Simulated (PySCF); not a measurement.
**Ionisation energy of Co⁺ by level of theory**

Co⁺ [Ar] 3d8 (3F) → Co²⁺ [Ar] 3d7 (4F), as a difference of total energies. All numbers are calculated (PySCF 2.14, the non-relativistic Hamiltonian (point nucleus), in aug-cc-pwCVTZ). Correlated levels: valence: [Ar] frozen; valence and next inner shell: [Ne] frozen; nothing frozen. The calculations carry no spin-orbit coupling.

```tsv
method	ionisation energy (eV)
UHF	14.328
LDA	18.457
PBE	18.004
PBE0	17.330
r2SCAN	17.492
M06-L	17.426
M06	17.899
BP86	18.135
MP2 (valence)	17.142
SCS-MP2 (valence)	17.055
MP2 (valence and next inner shell)	17.821
SCS-MP2 (valence and next inner shell)	17.529
MP2 (all electrons)	17.835
SCS-MP2 (all electrons)	17.534
```

**Question.** How much does correlation contribute at MP2 (all electrons)?

**Answer.** 17.835 − (14.328) = 3.507 eV, measured against UHF.

A first-order spin-orbit estimate (lowest level to lowest level, LS coupling) adds -0.011 eV.

These non-relativistic numbers lack the scalar-relativistic shift.

Errors of the correlated levels include the incompleteness of this basis and the frozen core.

For comparison: 17.084 eV (measured; NIST Atomic Spectra Database, ionization energies).
